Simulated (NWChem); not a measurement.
## Atomisation of C₂HCl₂

SMILES: Cl[C]=CCl
```xyz
5

Cl    -1.8347     0.1430     0.0000
C     -0.4132     1.0161     0.0000
C      0.8903     0.7580     0.0000
Cl     1.5698    -0.8611     0.0000
H      1.6404     1.5634     0.0000
```
Charge 0, spin multiplicity 2.

All runs are NWChem calculations. Structure: optimised with UPBE/def2-SVP, a minimum by its harmonic frequencies.

Basis set: def2-TZVP. The atomisation energy is electronic alone: no zero-point, thermal, spin-orbit or counterpoise terms. No value is extrapolated to the basis-set limit. Free atoms are single determinants with multiplicities Cl 2, C 3, H 2. Correlated methods freeze the same cores in atoms and molecule, 12 orbitals in all.

B3LYP has NWChem's definition, with VWN1-RPA local correlation. The structure started from a generated list of species. The unpaired electrons of the parent sit in orbitals of symmetry a' (Cs labels of the run); other states weren't searched. No SCF solution was tested for a lower state. Open-shell Hartree-Fock references start from PBE0 orbitals.

For the atomisation energy, BP86 gives 426.5 kcal/mol and PBE gives 431.4 kcal/mol. What do B3LYP, M06-2X, PBE0 give?

B3LYP: 400.2 kcal/mol; M06-2X: 406.9 kcal/mol; PBE0: 415.1 kcal/mol.
